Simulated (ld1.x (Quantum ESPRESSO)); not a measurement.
**Transferability test, TM potential for europium (Eu)**

```
Element                 : europium
Generator               : ld1.x (Quantum ESPRESSO) 7.5
Type                    : norm-conserving Troullier–Martins (Kleinman–Bylander form)
Functional              : PBE
Relativity              : fully relativistic
Frozen core             : [Kr] 4d10 4f6
Valence charge          : 11
Reference configuration : 5s2 5p6 5d0 6s0 6p0 (charge +3)
Partial waves           : 5s (bound): rc 2.30 bohr; 5p (bound): rc 1.95 bohr; 5d (bound, empty): rc 2.20 bohr
Local potential         : all-electron potential smoothed inside 1.80 bohr (lloc = -1)
Core correction         : none
```

Open shells are filled in proportion to 2j + 1 (rel_dist='average').

Energies are relative to the spin-unpolarised reference configuration 5s2 5p6 5d0 6s0 6p0; without spin polarisation the order of configurations can differ from experiment.

```tsv
valence configuration	charge	ΔE all-electron (eV)	error AE − PS (meV)
5s2 5p6 5d1 6s2 6p0	0	-38.249	+1685
5s2 5p6 5d1 6s1 6p0	+1	-31.700	+1156
5s2 5p6 5d1 6s1 6p1	0	-35.464	+1036
5s2 5p6 5d2 6s1 6p0	0	-36.642	+773
5s2 5p5 5d1 6s2 6p0	+1	-6.473	+3458
5s2 5p6 5d0 6s2 6p1	0	-36.346	+2256
```

Question: What are ΔE and the potential's error for 5s2 5p6 5d1 6s0 6p0?

Answer: ΔE = -19.766 eV all-electron; the error (AE − PS) is -10 meV.

Levels in the configuration 5s2 5p6 5d2 6s1 6p0:

```csv
level,all-electron (eV),pseudo (eV)
5s j=1/2,-46.665,-45.782
5p j=1/2,-28.072,-27.335
5p j=3/2,-24.067,-23.397
5d j=3/2,-1.951,-1.700
5d j=5/2,-1.727,-1.496
6s j=1/2,-3.586,-4.169
```
